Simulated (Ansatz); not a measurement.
Ideal-gas functions of C2H4OSTe (`O=C[Te]CS`) at 298.15 K and 1 bar, from an Ansatz frequency run at PBE0-D4/def2-TZVP.

Molar mass 203.72 g/mol, point group C1 (symmetry number 1), electronic degeneracy 1, moments of inertia 179.524, 342.965, 485.391 u Å². Harmonic wavenumbers (cm⁻¹, unscaled): 38, 154, 167, 197, 213, 346, 526, 591, 766, 778, 862, 925, 1101, 1167, 1333, 1427, 1796, 2672, 2940, 3085, 3166.

Use S(trans) = R[1.5 ln M + 2.5 ln T − 1.1517]; rotational temperatures θ = 24.2544 K / I; S(rot) = R[ln(√π/σ · √(T³/θAθBθC)) + 1.5]; for each mode x = 1.438777 ν̃/T, S = R[x/(eˣ − 1) − ln(1 − e⁻ˣ)] and H = RT x/(eˣ − 1); 1 cm⁻¹ = 0.0119627 kJ/mol; R = 8.31446 J/(mol·K).

Task: By hand: the entropy, in J/(mol·K).

Result: Translation 175.2. Rotation: θ = 0.1351, 0.0707, 0.05 K, giving 120.1. Vibration, mode by mode: 22.43, 10.97, 10.33, 9.04, 8.44, 4.96, 2.49, 1.95, 0.99, 0.95, 0.68, 0.53, 0.26, 0.20, 0.10, 0.07, 0.01, 0.00, 0.00, 0.00, 0.00, in all 74.4. Electronic 0.0. Sum 369.7 J/(mol·K).

Task: By hand: H − E and G − E in kJ/mol, counted from the electronic energy.

Result: Zero-point energy ½ × 24250 × 0.0119627 = 145.0; thermal vibration 11.3; translation, rotation and pV give 4 RT = 9.9. H − E = 166.2 kJ/mol, and G − E = 166.2 − 298.15 × 369.7/1000 = 56.0 kJ/mol.

Vibration gives 20 % of the entropy, 22.4 J/(mol·K) of it from the mode under 150 cm⁻¹: soft modes count most, and the harmonic formula is weakest for them. The sum counts one conformer and one mirror image; others add a mixing term.
